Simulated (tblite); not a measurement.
Species: C4H8B2FN.
Bonds: B1–N2, N2–C3, C3–B4, B4–F5, N2–C6, C6–C7, C7–C8 (triple). Hydrogens: H9, H10 on B1; H11, H12 on C3; H13 on B4; H14, H15 on C6; H16 on C8.

Computed with GFN2-xTB (tblite), gas phase: L-BFGS steps from a force-field or distance-geometry start until the largest atomic force falls under 0.01 eV/Å.

At the end of the run (lengths in Å): B1–N2 1.376, B4–F5 1.314, C3–B4 1.592, B4–H13 1.173, C3–H11 1.099, C8–H16 1.049, N2–C6 1.454, B1–N2–C6 124.1°, B1–N2–C3 122.6°, C6–C7–C8 177.6°, N2–C6–C7 111.9°, B1–N2–C3–B4 24°, N2–C3–B4–F5 -126°, B1–N2–C6–C7 -114°, H11–C3–B4–F5 -3°, H13–B4–C3–N2 59°.

Question: These geometries were met on the way; a selection of coordinates is given. Order them by energy above the end point, lowest first.
A. B1–N2 1.383, B4–F5 1.309, C3–B4 1.609, B4–H13 1.182, C3–H11 1.109, C8–H16 1.045, N2–C6 1.456, B1–N2–C6 121.7°, B1–N2–C3 124.3°, C6–C7–C8 166.7°, N2–C6–C7 120.7°, B1–N2–C3–B4 40°, N2–C3–B4–F5 -60°, B1–N2–C6–C7 -149°, H11–C3–B4–F5 63°, H13–B4–C3–N2 124°
B. B1–N2 1.408, B4–F5 1.308, C3–B4 1.640, B4–H13 1.200, C3–H11 1.109, C8–H16 1.050, N2–C6 1.464, B1–N2–C6 119.2°, B1–N2–C3 121.6°, C6–C7–C8 168.2°, N2–C6–C7 117.6°, B1–N2–C3–B4 51°, N2–C3–B4–F5 -61°, B1–N2–C6–C7 -160°, H11–C3–B4–F5 60°, H13–B4–C3–N2 118°
C. B1–N2 1.427, B4–F5 1.317, C3–B4 1.593, B4–H13 1.166, C3–H11 1.101, C8–H16 1.051, N2–C6 1.470, B1–N2–C6 107.9°, B1–N2–C3 114.6°, C6–C7–C8 177.5°, N2–C6–C7 114.5°, B1–N2–C3–B4 61°, N2–C3–B4–F5 -67°, B1–N2–C6–C7 -170°, H11–C3–B4–F5 52°, H13–B4–C3–N2 108°
D. B1–N2 1.383, B4–F5 1.311, C3–B4 1.599, B4–H13 1.177, C3–H11 1.103, C8–H16 1.048, N2–C6 1.462, B1–N2–C6 120.1°, B1–N2–C3 125.1°, C6–C7–C8 176.2°, N2–C6–C7 116.7°, B1–N2–C3–B4 39°, N2–C3–B4–F5 -66°, B1–N2–C6–C7 -150°, H11–C3–B4–F5 55°, H13–B4–C3–N2 119°
E. B1–N2 1.521, B4–F5 1.434, C3–B4 1.576, B4–H13 1.209, C3–H11 1.133, C8–H16 1.082, N2–C6 1.425, B1–N2–C6 108.4°, B1–N2–C3 108.2°, C6–C7–C8 178.9°, N2–C6–C7 109.8°, B1–N2–C3–B4 59°, N2–C3–B4–F5 -65°, B1–N2–C6–C7 -170°, H11–C3–B4–F5 59°, H13–B4–C3–N2 100°

Answer: D (0.257 eV), A (0.416 eV), B (0.675 eV), C (1.134 eV), E (1.843 eV).

```
step  E above end (eV)  rms distance from the end, all atoms (Å)  largest force (eV/Å)  rms shift of all bonds from the end (Å)
  36             0.257                                     0.507                 0.153                                    0.005
  18             0.416                                     0.579                 0.459                                    0.008
  11             0.675                                     0.622                 0.678                                    0.019
   4             1.134                                     0.671                 0.736                                    0.015
   0             1.843                                     0.686                 3.824                                    0.053
```

Rows stand in the order of the answer.
